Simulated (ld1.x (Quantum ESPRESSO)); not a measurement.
## tellurium, PAW: configuration errors across variants

ld1.x (Quantum ESPRESSO) 7.5 input, shortened:

```
&input
   title='Te', zed=52., rel=1, dft='PBE', iswitch=3,
   config='[Kr] 4d10 5s2 5p4'
 /
 &inputp
   pseudotype=3, lpaw=.true., tm=.true., lloc=-2, rcloc=2.00,
   nlcc=.true., new_core_ps=.true., rcore=0.65,
   which_augfun='PSQ', rmatch_augfun_nc=.true.
 /
6
5S  1  0   2.00   0.00  1.60  2.20  0.0
5S  1  0   0.00  -0.45  1.60  2.20  0.0
5P  2  1   4.00   0.00  1.85  2.00  0.0
5P  2  1   0.00   3.20  1.85  2.00  0.0
4D  3  2  10.00   0.00  0.90  1.10  0.0
4D  3  2   0.00  -1.95  0.90  1.10  0.0
 &test
   configts(1)='4d10 5s2 5p4'
 /
```

All-electron excitation energies from the reference (eV): (1) 4d10 5s2 5p3 9.729; (2) 4d10 5s2 5p2 27.653; (3) 4d10 5s2 5p1 54.551; (4) 4d10 5s1 5p4 19.571; (5) 4d10 5s2 5p0 91.034; (6) 4d9 5s2 5p5 38.256; (7) 4d9 5s2 5p4 49.254.

1 further variants failed, have other tests or too few solved ones, and are left out.

Errors AE − PS in meV (a dash: test not solved or not reliable):

```tsv
change	(1)	(2)	(3)	(4)	(5)	(6)	(7)	bound ghosts
base	-2.3	-6.8	-15	-3.3	-32	-99	-102	none
waves 5s (bound): rcut 1.60, rcutus 1.72 bohr; 5s channel at -0.45 Ry: rcut 1.60, rcutus 1.72 bohr	-2.3	-7.1	-16	-3.4	-35	-136	-145	none
waves 5s (bound): rcut 1.60, rcutus 1.92 bohr; 5s channel at -0.45 Ry: rcut 1.60, rcutus 1.92 bohr	-2.3	-7.0	-16	-3.3	-34	-127	-135	none
waves 5s (bound): rcut 1.60, rcutus 2.36 bohr; 5s channel at -0.45 Ry: rcut 1.60, rcutus 2.36 bohr	-2.3	-6.7	-15	-3.2	-29	-84	-85	none
waves 5s (bound): rcut 1.60, rcutus 2.56 bohr; 5s channel at -0.45 Ry: rcut 1.60, rcutus 2.56 bohr	-2.3	-6.3	-12	-3.1	-20	-48	-42	none
waves 5s (bound): rcut 1.60, rcutus 2.86 bohr; 5s channel at -0.45 Ry: rcut 1.60, rcutus 2.86 bohr	-2.1	-4.6	-4.0	-2.7	+8.3	+3.6	+22	none
waves 5s (bound): rcut 1.60, rcutus 3.12 bohr; 5s channel at -0.45 Ry: rcut 1.60, rcutus 3.12 bohr	-2.3	-5.8	-9.3	-3.0	-7.8	+14	+37	none
```

**Question.** Give the same row for: waves 5s (bound): rcut 1.60, rcutus 3.28 bohr; 5s channel at -0.45 Ry: rcut 1.60, rcutus 3.28 bohr.

**Answer.** -2.0, -3.5, +1.3, -2.5, +28, +49, +89; bound ghosts: none.
